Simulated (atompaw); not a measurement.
How hard is this potassium (K) PAW (atompaw) potential?

| Quantity | Value |
| --- | --- |
| Element | potassium |
| Generator | atompaw 4.2.0.5 |
| Type | PAW |
| Functional | PBE |
| Relativity | scalar-relativistic |
| Frozen core | [Ne] |
| Valence charge | 9 |
| Reference configuration | 3s2 3p6 4s1 4p0 |
| Partial waves | 3s (bound): rc 1.75 bohr; 4s (bound): rc 3.00 bohr; 3p (bound): rc 2.25 bohr; 4p (bound, empty): rc 3.00 bohr; 3d channel at 0.25 Ry: rc 3.00 bohr; 3d channel at 0.85 Ry: rc 3.00 bohr |
| Local potential | vpsmatchnc scheme with l = 3 at 0 Ry, radius 2.20 bohr |
| Core correction | smooth core density matched at 2.70 bohr |
| Augmentation charge | besselshape compensation charge, radius 2.85 bohr; PAW radius 3.00 bohr; waves and projectors: custom polynom gramschmidtortho |

The pseudo-atom Hamiltonian at the reference potential is diagonalised in spherical Bessel functions j_l(qr) that vanish at 20 bohr, with q² up to the cutoff. All-electron valence levels (Ry): 3s -2.5977, 4s -0.1704, 3p -1.3828, 4p -0.0591.

Question: How do the lowest levels (Ry) of each channel move with the cutoff, and are there ghosts?

Answer:

```
cutoff (Ry)     s #1     s #2     p #1     p #2    p #3    d #1    f #1  Σ f·Δε (mRy)
          8  -2.5636  -0.1704  -1.1961  -0.0588  0.0503  0.0129  0.0843        1188.4
         10  -2.5892  -0.1704  -1.3467  -0.0588  0.0503  0.0126  0.0843         233.7
         15  -2.5974  -0.1704  -1.3819  -0.0588  0.0503  0.0126  0.0843           5.6
         18  -2.5975  -0.1704  -1.3820  -0.0588  0.0503  0.0126  0.0843           5.1
         21  -2.5975  -0.1704  -1.3822  -0.0588  0.0503  0.0126  0.0843           3.6
         25  -2.5976  -0.1704  -1.3826  -0.0588  0.0503  0.0126  0.0843           1.0
         35  -2.5977  -0.1704  -1.3827  -0.0588  0.0503  0.0126  0.0843           0.2
         40  -2.5977  -0.1704  -1.3827  -0.0588  0.0503  0.0126  0.0843           0.1
        400  -2.5977  -0.1704  -1.3828  -0.0588  0.0503  0.0126  0.0843           0.0
```

Result: no extra level below or beside the all-electron valence levels (s, p, d, f tested); 10 mRy is reached at 15 Ry and 1 mRy at 30 Ry.
